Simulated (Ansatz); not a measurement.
Li₄H₈⁻, relaxed as a doublet with UKS PBE-D4/def2-TZVPD in Ansatz, starting from the GFN1-xTB geometry. Force threshold 0.02 eV/Å.

The highest occupied level of the charge -1 doublet lies above zero (up to 0.82 eV). The electron is either unbound and held by the finite basis, or the level is raised by self-interaction error. The structure comes from a short search, and lower isomers may exist.

Start:

```xyz
12

Li   -0.693   -0.528   -1.533
Li   -0.574   -1.128    1.242
Li    1.233    0.308    0.007
Li   -2.008    0.538    0.209
H    -0.318    1.261    0.280
H    -0.944   -1.850   -0.354
H     2.747    1.328   -0.239
H     1.150   -0.819    1.399
H    -2.274    0.293   -1.506
H     1.026   -0.152   -1.707
H     2.794    1.137    0.517
H    -2.140   -0.389    1.685
```

Estimate the energy that the relaxation releases and the steps that it takes.

1.49 eV, in 24 steps; 36 s on 2 threads of Intel Xeon 6975P-C on a shared host. No frequencies were taken in this run, so the end may be a saddle point.

Does the start keep its bonding and symmetry?

Bonds lost: Li1–H6, Li2–H6, Li2–H12, Li3–H7, Li3–H11, Li4–H12 (atoms count from 1). Bonds formed: Li2–H5 (atoms count from 1). Metal–metal contacts that move far: Li1–Li2 2.84 to 3.63 Å. The end holds 2 separate pieces.

Predict the relaxed structure.


```xyz
12

Li   -0.5141    0.2231   -1.7530
Li   -0.2078   -0.0719    1.8536
Li    1.3187   -0.3586   -0.1111
Li   -2.1816    0.6993    0.0372
H    -0.3674    0.6567    0.1924
H    -1.4858   -1.4811    0.4632
H     2.6066    1.3596   -0.2461
H     1.3326   -0.8869    1.6013
H    -2.2806    0.4488   -1.7033
H     1.1357   -0.4159   -1.8846
H     2.6206    1.2033    0.4966
H    -1.9770   -1.3765    1.0538
```
Bond lengths (bridged metal pairs left out): 8 × H–Li 1.76 to 1.82 Å.
